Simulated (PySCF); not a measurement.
Ge(Cl)2(OH)2 (Cl2GeH2O2), SMILES [OH][Ge]([OH])([Cl])[Cl]. Heavy atoms are numbered as in [OH:1][Ge:2]([OH:3])([Cl:4])[Cl:5]. Hydrogens are named by the atom that carries them.

Geometry: r2SCAN-D4/def2-SVP. Other conformers were not sampled.

Computed with HF/pcSseg-1 run with PySCF.

GIAO shieldings, no solvent; atoms alike by connectivity are averaged. δ = σ(ref) − σ: ¹⁷O against H2O (σ = 333.0 ppm); ⁷³Ge against GeH4 (σ = 1776.1 ppm); ³⁵Cl against HCl (σ = 958.2 ppm); ¹H against TMS (σ = 31.99 ppm), references at their B3LYP-D3(BJ)/def2-TZVP geometries, non-relativistic (without spin–orbit terms, shifts of atoms bonded to Cl or Br come out too high).

Computed chemical shifts:
```
nucleus    atoms  count  δ (ppm)
-------  -------  -----  -------
¹⁷O      O1 (OH)      2     54.0
⁷³Ge         Ge2      1    310.8
³⁵Cl         Cl4      2      9.4
¹H       H on O1      2     2.44
```
